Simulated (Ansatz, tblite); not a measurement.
Forces on the cluster Si₃Au⁺ at its r2SCAN-D4/def2-SVP geometry. Charge 1, multiplicity 1.

In the def2 sets Au takes a core potential; there is no spin–orbit coupling. The xTB rows come from tblite. The restricted singlet is unstable towards broken spin symmetry in Hartree–Fock (as tested in another run); at PBE-D4/def2-TZVP this wasn't settled. No other spin state of charge 1 was run. Another isomer (singlet) lies 0.04 eV lower at PBE0-D4/def2-TZVP; other spin states weren't run for this one.

GFN1-xTB (tblite), largest force 0.55 eV/Å:

```xyz
4
positions Å, forces eV/Å
Au    0.236   -1.370    0.634    0.140    0.088    0.330
Si   -1.440    0.559    0.891   -0.212   -0.245    0.090
Si   -0.464    0.296   -1.151   -0.123    0.414   -0.338
Si    1.668    0.515   -0.373    0.195   -0.257   -0.082
```

GFN2-xTB (tblite), largest force 1.52 eV/Å:

```
Au 0.337 -1.206 0.861
Si -0.261 0.216 -0.185
Si -0.124 0.786 -0.358
Si 0.048 0.204 -0.318
```

PBE-D4/def2-TZVP (Ansatz), largest force 0.14 eV/Å:

```
Au -0.001 0.066 -0.020
Si 0.049 -0.016 0.065
Si -0.046 -0.028 -0.126
Si -0.003 -0.022 0.082
```
